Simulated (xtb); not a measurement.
Job for xtb: GFN2-xTB on CH2O2 (SMILES O=CO), a point of a torsion scan.

```
$ xtb mol.xyz --gfn 2 --opt vtight --chrg 0 --uhf 0 --input xcontrol
5

O     -0.92862041     0.93706278    -0.56432040
C     -0.48587711    -0.06193606     0.04407431
O      0.81926310    -0.45353344    -0.25712689
H     -1.04099224    -0.63221746     0.77665779
H      1.60101142     0.17643187    -0.10742255
$constrain
  force constant=1.0
  dihedral: 5,3,2,1,60.0
$end
```

Program output:

```
[...]
           -------------------------------------------------
          |                Calculation Setup                |
           -------------------------------------------------



           -------------------------------------------------
          |                 G F N 2 - x T B                 |
           -------------------------------------------------

        Reference                      10.1021/acs.jctc.8b01176
      * Hamiltonian:
        H0-scaling (s, p, d)           1.850000    2.230000    2.230000
        zeta-weighting                 0.500000
      * Dispersion:
        s8                             2.700000
        a1                             0.520000
        a2                             5.000000
        s9                             5.000000
      * Repulsion:
        kExp                           1.500000    1.000000
        rExp                           1.000000
      * Coulomb:
        alpha                          2.000000
        third order                    shell-resolved
        anisotropic                    true
        a3                             3.000000
        a5                             4.000000
        cn-shift                       1.200000
        cn-exp                         4.000000
        max-rad                        5.000000


          ...................................................
          :                      SETUP                      :
          :.................................................:
          :  # basis functions                  14          :
          :  # atomic orbitals                  14          :
          :  # shells                            8          :
          :  # electrons                        18          :
          :  max. iterations                   250          :
          :  Hamiltonian                  GFN2-xTB          :
          :  restarted?                      false          :
          :  GBSA solvation                  false          :
          :  PC potential                    false          :
          :  electronic temp.          300.0000000     K    :
          :  accuracy                    1.0000000          :
          :  -> integral cutoff          0.2500000E+02      :
          :  -> integral neglect         0.1000000E-07      :
          :  -> SCF convergence          0.1000000E-05 Eh   :
          :  -> wf. convergence          0.1000000E-03 e    :
          :  Broyden damping             0.4000000          :
          :  net charge                          0          :
          :  unpaired electrons                  0          :
          ...................................................

 iter      E             dE          RMSdq      gap      omega  full diag
   1    -11.2754487 -0.112754E+02  0.619E+00    4.98       0.0  T
   2    -11.3050996 -0.296509E-01  0.296E+00    3.78       1.0  T
   3    -11.3093100 -0.421036E-02  0.212E+00    4.41       1.0  T
   4    -11.3141040 -0.479401E-02  0.233E-01    4.10       1.0  T
   5    -11.3141657 -0.617402E-04  0.724E-02    4.13       1.0  T
   6    -11.3141731 -0.738184E-05  0.258E-02    4.12       1.7  T
   7    -11.3141731 -0.437388E-07  0.205E-02    4.13       2.2  T
   8    -11.3141747 -0.158966E-05  0.415E-03    4.12      10.8  T
   9    -11.3141748 -0.703086E-07  0.468E-04    4.12      95.6  T
  10    -11.3141748 -0.323778E-09  0.299E-04    4.12     149.6  T

   *** convergence criteria satisfied after 10 iterations ***

         #    Occupation            Energy/Eh            Energy/eV
      -------------------------------------------------------------
         1        2.0000           -0.7400252             -20.1371
       ...           ...                  ...                  ...
         3        2.0000           -0.6568850             -17.8748
         4        2.0000           -0.6067859             -16.5115
         5        2.0000           -0.5862650             -15.9531
         6        2.0000           -0.5673162             -15.4375
         7        2.0000           -0.5122651             -13.9394
         8        2.0000           -0.4739192             -12.8960
         9        2.0000           -0.4480327             -12.1916 (HOMO)
        10                         -0.2964773              -8.0676 (LUMO)
        11                         -0.0359168              -0.9773
        12                          0.1240940               3.3768
        13                          0.2157587               5.8711
        14                          0.4289671              11.6728
      -------------------------------------------------------------
                  HL-Gap            0.1515554 Eh            4.1240 eV
             Fermi-level           -0.3722550 Eh          -10.1296 eV

 SCC (total)                   0 d,  0 h,  0 min,  0.002 sec
 SCC setup                      ...        0 min,  0.000 sec (  4.523%)
 Dispersion                     ...        0 min,  0.000 sec (  2.335%)
 classica
[...]
1    3254.7  T
   3    -11.3540168 -0.337508E-13  0.251E-06    4.71   17782.4  T

   *** convergence criteria satisfied after 3 iterations ***

         #    Occupation            Energy/Eh            Energy/eV
      -------------------------------------------------------------
         1        2.0000           -0.7575178             -20.6131
       ...           ...                  ...                  ...
         3        2.0000           -0.6692925             -18.2124
         4        2.0000           -0.6125662             -16.6688
         5        2.0000           -0.6052697             -16.4702
         6        2.0000           -0.5780802             -15.7304
         7        2.0000           -0.5263892             -14.3238
         8        2.0000           -0.4852133             -13.2033
         9        2.0000           -0.4438821             -12.0786 (HOMO)
        10                         -0.2707318              -7.3670 (LUMO)
        11                          0.0554443               1.5087
        12                          0.1583340               4.3085
        13                          0.2358052               6.4166
        14                          0.6307106              17.1625
      -------------------------------------------------------------
                  HL-Gap            0.1731504 Eh            4.7117 eV
             Fermi-level           -0.3573070 Eh           -9.7228 eV

 SCC (total)                   0 d,  0 h,  0 min,  0.001 sec
 SCC setup                      ...        0 min,  0.000 sec (  4.362%)
 Dispersion                     ...        0 min,  0.000 sec (  1.019%)
 classical contributions        ...        0 min,  0.000 sec (  0.458%)
 integral evaluation            ...        0 min,  0.000 sec ( 20.812%)
 iterations                     ...        0 min,  0.000 sec ( 21.029%)
 molecular gradient             ...        0 min,  0.000 sec ( 41.380%)
 printout                       ...        0 min,  0.000 sec ( 10.108%)

         :::::::::::::::::::::::::::::::::::::::::::::::::::::
         ::                     SUMMARY                     ::
         :::::::::::::::::::::::::::::::::::::::::::::::::::::
         :: total energy             -11.267552130344 Eh    ::
         :: gradient norm              0.000069640987 Eh/a0 ::
         :: HOMO-LUMO gap              4.711661265653 eV    ::
         ::.................................................::
         :: SCC energy               -11.354016760764 Eh    ::
         :: -> isotropic ES            0.042448439777 Eh    ::
         :: -> anisotropic ES          0.002697471770 Eh    ::
         :: -> anisotropic XC         -0.001222529462 Eh    ::
         :: -> dispersion             -0.001204452205 Eh    ::
         :: repulsion energy           0.086227473456 Eh    ::
         :: add. restraining           0.000237156964 Eh    ::
         :: total charge              -0.000000000000 e     ::
         :::::::::::::::::::::::::::::::::::::::::::::::::::::

           -------------------------------------------------
          |                Property Printout                |
           -------------------------------------------------

    * Orbital Energies and Occupations

         #    Occupation            Energy/Eh            Energy/eV
      -------------------------------------------------------------
         1        2.0000           -0.7575178             -20.6131
         2        2.0000           -0.7401104             -20.1394
         3        2.0000           -0.6692925             -18.2124
         4        2.0000           -0.6125662             -16.6688
         5        2.0000           -0.6052697             -16.4702
         6        2.0000           -0.5780802             -15.7304
         7        2.0000           -0.5263892             -14.3238
         8        2.0000           -0.4852133             -13.2033
         9        2.0000           -0.4438821             -12.0786 (HOMO)
        10                         -0.2707318              -7.3670 (LUMO)
        11                          0.0554443               1.5087
        12                          0.1583340               4.3085
        13                          0.2358052               6.4166
        14                          0.6307106              17.1625
      -------------------------------------------------------------
                  HL-Gap            0.1731504 Eh            4.7117 eV
             Fermi-level           -0.3573070 Eh           -9.7228 eV

     #   Z          covCN         q      C6AA      α(0)
     1   8 O        0.856    -0.333    20.394     6.055
     2   6 C        2.632     0.344    21.168     7.526
     3   8 O        1.659    -0.381    20.485     6.110
     4   1 H        0.922     0.032     2.555     2.500
     5   1 H        0.805     0.338     0.616     1.233

 Mol. C6AA /au·bohr⁶  :        254.795832
 Mol. C8AA /au·bohr⁸  :       5381.725214
 Mol. α(0) /au        :         23.423273


Wiberg/Mayer (AO) data.
largest (>0.10) Wiberg bond orders for each atom

 ---------------------------------------------------------------------------
     #   Z sym  total        # sym  WBO       # sym  WBO       # sym  WBO
 ---------------------------------------------------------------------------
     1   8 O    2.104 --     2 C    1.876     3 O    0.160
     2   6 C    3.914 --     1 O    1.876     3 O    1.112     4 H    0.918
     3   8 O    2.140 --     2 C    1.112     5 H    0.851     1 O    0.160
     4   1 H    0.999 --     2 C    0.918
     5   1 H    0.886 --     3 O    0.851
 ---------------------------------------------------------------------------

Topologies differ in total number of bonds
Writing topology from bond orders to xtbtopo.mol
Note: The following floating-point exceptions are signalling: IEEE_DENORMAL
normal termination of xtb

molecular dipole:
                 x           y           z       tot (Debye)
 q only:        0.641      -0.151       0.486
   full:        0.775      -0.132       0.634       2.567
molecular quadrupole (traceless):
                xx          xy          yy          xz          yz          zz
 q only:        1.961       2.856      -1.656      -1.070       0.589      -0.304
  q+dip:        1.993       4.596      -2.140      -1.528       0.581       0.147
   full:        2.021       4.658      -2.165      -1.245       1.277       0.145

           -------------------------------------------------
          |                Geometry Summary                 |
           -------------------------------------------------

      molecular mass/u    :       46.0254272
   center of mass at/Å    :       -0.1467865       0.1434481      -0.2390458
  moments of inertia/u·Å² :        0.6226875E+01   0.4284928E+02   0.4817416E+02
rotational constants/cm⁻¹ :        0.2707238E+01   0.3934169E+00   0.3499310E+00

 * 3 selected distances

     #   Z          #   Z                                           value/Å
     1   8 O        2   6 C                                       1.1896626
     2   6 C        3   8 O                                       1.3405335 (max)
     3   8 O        5   1 H                                       0.9654054 (min)

 * 2 distinct bonds (by element types)

   Z      Z             #   av. dist./Å        max./Å        min./Å
   1 H    8 O           1     0.9654054     0.9654054     0.9654054
   6 C    8 O           2     1.2650981     1.3405335     1.1896626


optimized geometry written to: xtbopt.xyz


           -------------------------------------------------
          | TOTAL ENERGY              -11.267552130344 Eh   |
          | GRADIENT NORM               0.000069640987 Eh/α |
          | HOMO-LUMO GAP               4.711661265653 eV   |
           -------------------------------------------------

------------------------------------------------------------------------
------------------------------------------------------------------------
 total:
 SCF:
 ANC optimizer:
```

The run finished.

Warnings raised: the energy holds the restraint's term.

Cost: around 0.05 core-seconds (rough).
